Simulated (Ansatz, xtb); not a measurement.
## Two isomers of C3H9BrSi

Structure X is `[SiH3]CCCBr`, a singlet and structure Y is `C[C@@H](Br)C[SiH3]`, a singlet. Both are isolated molecules in the gas phase, relaxed with B3LYP/def2-SVP, each in the lowest conformer that the search found.

Quicker runs give these differences E(Y) − E(X): GFN2-xTB −2.7 kcal/mol; HF/STO-3G −0.4 kcal/mol (at GFN2-xTB geometries); r2SCAN-D4/def2-SVP −2.9 kcal/mol (at GFN2-xTB geometries).

Task: Estimate E(Y) − E(X) at the level CCSD(T)/def2-SVP + ΔMP2/def2-TZVPP.

Result: Calculated at CCSD(T)/def2-SVP + ΔMP2/def2-TZVPP: E(Y) − E(X) = −2.6 kcal/mol, so structure Y lies lower.

The same difference at several levels:

| level | geometry | E(Y) − E(X) (kcal/mol) | departure from the last row (kcal/mol) | job, with rough time for the two |
| --- | --- | --- | --- | --- |
| GFN2-xTB | GFN2-xTB | −2.7 | −0.1 | optimisation, 0.26 s |
| HF/STO-3G | GFN2-xTB | −0.4 | +2.2 | single point, 0.66 s |
| r2SCAN-D4/def2-SVP | GFN2-xTB | −2.9 | −0.4 | single point, 3.7 s |
| B3LYP/def2-SVP | B3LYP/def2-SVP | −2.0 | +0.5 | optimisation, 61 s |
| HF/def2-SVP | B3LYP/def2-SVP | −1.7 | +0.8 | part of the CCSD(T) run |
| MP2/def2-SVP | B3LYP/def2-SVP | −3.0 | −0.4 | part of the CCSD(T) run |
| CCSD(T)/def2-SVP | B3LYP/def2-SVP | −2.6 | −0.1 | single point |
| CCSD(T)/def2-SVP + ΔMP2/def2-TZVPP | B3LYP/def2-SVP | −2.6 |  | single point, 53 s |

As drawn, both hold the same kinds of bond in the same numbers. Structure X has 0 methyl groups, Y 1.

HF/STO-3G finds them nearly level. The largest departure from CCSD(T)/def2-SVP + ΔMP2/def2-TZVPP is that of HF/STO-3G, 2.2 kcal/mol. The last row adds to CCSD(T) the change of the MP2 difference between the two basis sets, here +0.1 kcal/mol.

With thermal terms from frequencies at re-optimised GFN2-xTB minima (ideal gas, soft modes damped towards free rotors, one conformer each, 298.15 K, 1 atm): the zero-point term adds −0.3 kcal/mol; ΔH is −2.7 and ΔG −3.0 kcal/mol.

The correlated steps freeze 17 core orbitals; the filled d shell of Br is correlated, in a basis made for valence electrons. Mirror images aren't counted in ΔG. Programs: Ansatz 0.2.0, xtb 6.7.1; the last row on 2 threads of Intel(R) Xeon(R) 6975P-C (Granite Rapids) on a shared host.
